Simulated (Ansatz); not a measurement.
The cluster SiW2, 3 atoms. Hardware: 4 threads of Intel Xeon 6975P-C on a shared host.

In the def2 sets W takes a core potential; there is no spin–orbit coupling. Correlated methods freeze 5 core orbitals; core or outer-core shells of W are correlated, in sets that lack core-valence functions.

How many basis functions does each of these Ansatz runs have, and roughly what does it cost? PBE-D4/def2-TZVP, charge 0 singlet, energy and forces, from earlier orbitals; PBE with 10 % exact exchange/def2-TZVP, charge 0 quintet, energy, from earlier orbitals; PBE with 50 % exact exchange/def2-TZVP, charge 0 singlet, energy, from earlier orbitals; PBE0-D4/def2-TZVP, charge 0 unrestricted singlet, energy, from earlier orbitals; MP2/def2-TZVP, charge 0 singlet, energy, from earlier orbitals; B2PLYP/def2-TZVP, charge 0 singlet, energy, from earlier orbitals; r2SCAN-D4/def2-TZVPD, charge -1 doublet at the geometry of the charge 0 singlet, energy, from earlier orbitals; PBE0-D4/def2-SVP, charge 0 unrestricted singlet, energy with a search over starts; PBE0-D4/def2-SVP, charge 0 singlet, energy, from earlier orbitals; PBE0-D4/def2-TZVP, charge 0 singlet, relaxation, 6 steps; PBE-D4/def2-SVP, charge 0 singlet, energy, from earlier orbitals; RPA@PBE/def2-TZVP, charge 0 quintet, energy, from earlier orbitals.

Other jobs shared the machine, so times can vary by a factor of up to 3. A dash marks memory too small to be measured apart from the calling script's.

```tsv
run	functions	fitting or Cholesky vectors	wall time	peak host memory (GiB)
PBE-D4/def2-SVP, charge 0 singlet, energy, from earlier orbitals	82	810	0.55 s	–
PBE0-D4/def2-SVP, charge 0 singlet, energy, from earlier orbitals	82	890	0.76 s	–
PBE-D4/def2-TZVP, charge 0 singlet, energy and forces, from earlier orbitals	117	900	0.85 s	–
PBE with 50 % exact exchange/def2-TZVP, charge 0 singlet, energy, from earlier orbitals	117	1204	1.8 s	–
MP2/def2-TZVP, charge 0 singlet, energy, from earlier orbitals	117	958	2.1 s	–
B2PLYP/def2-TZVP, charge 0 singlet, energy, from earlier orbitals	117	958	2.2 s	–
RPA@PBE/def2-TZVP, charge 0 quintet, energy, from earlier orbitals	117	958	2.7 s	–
PBE with 10 % exact exchange/def2-TZVP, charge 0 quintet, energy, from earlier orbitals	117	900	3.4 s	–
PBE0-D4/def2-SVP, charge 0 unrestricted singlet, energy with a search over starts	82	800	8 s	–
PBE0-D4/def2-TZVP, charge 0 singlet, relaxation, 6 steps	117	1057	8.5 s	–
r2SCAN-D4/def2-TZVPD, charge -1 doublet at the geometry of the charge 0 singlet, energy, from earlier orbitals	129	967	9 s	–
PBE0-D4/def2-TZVP, charge 0 unrestricted singlet, energy, from earlier orbitals	117	1068	14 s	–
```
